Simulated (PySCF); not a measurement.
C₂H₇ClSi₃, SMILES Cl[Si@@H]1C=C[SiH2][SiH2]1. Coordinates come from a B3LYP-D3(BJ)/def2-SVP optimisation. The structure was generated by enumeration; whether it is a known compound was not checked.

Give the equilibrium geometry at B3LYP-D3(BJ)/def2-SVP (PySCF confirms it by a frequency run) as a Z-matrix. (An estimate is asked for; the answer gives what the named calculation found.)


```
C
C 1 1.3508
H 1 1.0996 2 118.93
H 2 1.1001 1 118.31 3 0.43
Si 1 1.8816 3 118.74 2 -179.20
H 5 1.4897 1 110.98 3 -55.06
Si 2 1.8957 4 118.39 1 179.75
H 7 1.4934 2 110.26 4 -59.61
H 7 1.4938 8 107.81 2 -120.24
Cl 5 2.0951 6 106.59 1 -118.49
Si 5 2.3519 6 116.57 1 115.35
H 11 1.4893 5 112.61 6 120.02
H 11 1.4916 12 110.34 5 127.27
```
Charge 0, spin multiplicity 1.
